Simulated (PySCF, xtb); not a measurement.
C₂H₇BClN, SMILES ClB(CC)N.

GFN2-xTB in xtb at its own geometry gives an orbital gap of 5.64 eV and a dipole moment of 3.35 D.

Coordinates come from a PBE-D3(BJ)/def2-SVP optimisation. This is a generated structure with no PubChem entry under its InChIKey; it may be hypothetical. Other conformers were not sampled.

What does PySCF with PBE/def2-TZVP give? (An estimate is asked for; the answer gives what the named calculation found.)

gap 6.46 eV (levels -6.81 and -0.35 eV), dipole 2.48 D.
